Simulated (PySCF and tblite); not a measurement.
The numbers below are computed, except where a source is named.
System: C₅H₃ClOS, numbered as in [O:1]=[CH:2][c:3]1[cH:4][c:5]([Cl:6])[cH:7][s:8]1.

For the rotation about the C3–C2 bond (torsion C4–C3–C2–O1 from 0° to 180°, rising): electronic barrier 11.60 kcal/mol, zero-point change -0.39 kcal/mol, thermal and entropy terms at 250 K a further 0.23 kcal/mol (symmetry numbers apart). The minimum is Cs, the saddle C1. Level: PBE/pcSseg-1 + D3(BJ), IEF-PCM water on GFN2-xTB stationary points, with GFN2-xTB thermal terms. Rates follow Eyring's equation with the number of equivalent paths and no tunnelling. Run with tblite and PySCF.

(1) How many equivalent paths lead out of the minimum?

(2) Work out the rate at 250 K.

## Answers

(1) 2: the symmetry number of the minimum is 1, that of the saddle displaced along its mode 1, and the displaced saddle is chiral while the minimum is not, which doubles the count.

(2) ΔG‡ = 11.44 kcal/mol; k_B T/h = 5.2×10¹² s⁻¹; exp(−ΔG‡/RT) = 1×10⁻¹⁰; times 2 gives k = 1040 s⁻¹. Wigner's tunnelling factor for the 163i cm⁻¹ mode would be 1.04.
